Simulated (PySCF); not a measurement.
Computed shifts of a molecule C3H10O2Si, PBE/pcSseg-1 (PySCF), GIAO, gas phase, atoms alike by connectivity averaged where their shifts nearly agree, in ppm (number of nuclei): ¹³C: 63.7 (1), 22.4 (1), -0.5 (1). ²⁹Si: -5.9 (1). ¹H: 5.57 (1), 4.08 (2), 1.73 (1), 1.50 (3), 0.42 (3). References: ¹³C against TMS (σ = 182.0 ppm); ¹⁷O against H2O (σ = 334.3 ppm); ²⁹Si against TMS (σ = 335.4 ppm); ¹H against TMS (σ = 31.49 ppm), references at their B3LYP-D3(BJ)/def2-TZVP geometries, non-relativistic. The structure is a stationary point at PBE0-D3(BJ)/def2-SVP. One conformer was computed; it need not be the lowest.

Question: Identify the compound among the candidates.
A. CO[SiH2][C@H](C)O
B. CCO[Si@@H](C)O
C. CO[SiH](C)OC
D. CC(C)[SiH](O)O

Answer: B, CCO[Si@@H](C)O
